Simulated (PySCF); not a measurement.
Cadmium: a sound run and one with changed settings

Sound run: Cd²⁺ [Kr] 4d10, Cd³⁺ [Kr] 4d9. All numbers are calculated (PySCF 2.14, a scalar-relativistic core potential, in def2-TZVP with the def2 core potential (28 electrons) (6s4p3d1f, 40 functions)). The sound run starts from symmetry-adapted Hartree-Fock orbitals and uses a fine grid where one is needed.

Changed run: 26 angular points. This setting is unsound on purpose.

```csv
species,method,sound run (hartree),changed run (hartree),converged
Cd²⁺,UHF,-166.04146,-166.04146,yes
Cd²⁺,r2SCAN,-166.87295,-166.87295,yes
Cd²⁺,PBE0,-166.82259,-166.82259,yes
Cd³⁺,UHF,-164.71797,-164.71797,yes
Cd³⁺,r2SCAN,-165.49205,-165.51281,yes
Cd³⁺,PBE0,-165.44122,-165.44978,yes
```

Ionisation energy of Cd²⁺:

```
method  sound run (eV)  changed run (eV)
   UHF          36.014            36.014
r2SCAN          37.576            37.011
  PBE0          37.589            37.356
```

A coarse angular grid integrates products of high-l functions wrongly, so density functionals can shift, and the SCF can exploit the error; Hartree-Fock and MP2 need no grid.

For comparison, NIST gives 37.468 ± 0.006 eV between the lowest levels.
